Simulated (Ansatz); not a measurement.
Reactions of CH$_{9}$NOSi$_{2}$ (`C[SiH](N)O[SiH3]`).

Program: Ansatz. Geometries: PBE0-D4/def2-TZVP. ΔE: electronic, gas phase. CCSD(T)/CBS adds triple-zeta CCSD(T) − MP2 to the extrapolated MP2 energy (def2 sets, frozen cores). This one scheme is used for every species. Functionals use def2-TZVPP. def2 core potentials past Kr. For Te outer-core shells are correlated without core-valence functions, which leaves a few kJ/mol of doubt a bond. Each species was taken in one conformer, which may not be the lowest.

| reaction | CCSD(T)/CBS(def2) (kJ/mol) |
| --- | --- |
| `C[SiH](N)O[SiH3]` → `C[SiH2][SiH](N)O` | 124 |
| `C[SiH](N)O[SiH3]` + `N=C([SiH3])Cl` → `N[SiH]([SiH3])O[SiH3]` + `CC(=N)Cl` | 27 |
| `C[SiH](N)O[SiH3]` + H₂Te → `C[SiH](N)[TeH]` + `O[SiH3]` | 63 |
| `C[SiH](N)O[SiH3]` + `N#CN` → `C[SiH](N)NC#N` + `O[SiH3]` | ? |

Task: Fill in the missing values. (An estimate is asked.)

Result: Computed: `C[SiH](N)O[SiH3]` + `N#CN` → `C[SiH](N)NC#N` + `O[SiH3]`: +51.6 kJ/mol.

Largest T1 diagnostic: 0.014, for `N#CN`.
